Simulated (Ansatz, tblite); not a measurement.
Forces on the cluster Ge₃ at its PBE-D4/def2-TZVP geometry. Total charge 0; singlet.

The xTB rows come from tblite. The order of the spin states hangs on the level: the triplet lies 0.12 eV below the singlet at PBE0-D4/def2-TZVP, but 0.49 eV above it at GFN2-xTB. The structure comes from a short search, and lower isomers may exist.

GFN2-xTB (tblite), largest force 0.83 eV/Å:

```xyz
3
positions Å, forces eV/Å
Ge    0.308   -1.616    0.101   -0.293    0.744   -0.035
Ge    0.823    1.418   -0.173   -0.521   -0.601    0.087
Ge   -1.131    0.198    0.072    0.814   -0.143   -0.052
```

r2SCAN-D4/def2-TZVP (Ansatz), largest force 0.50 eV/Å:

```
Ge -0.194 0.338 -0.011
Ge -0.294 -0.253 0.042
Ge 0.487 -0.086 -0.031
```

r2SCANh-D4/def2-TZVP (Ansatz), largest force 0.56 eV/Å:

```
Ge -0.211 0.433 -0.017
Ge -0.342 -0.336 0.052
Ge 0.553 -0.097 -0.035
```
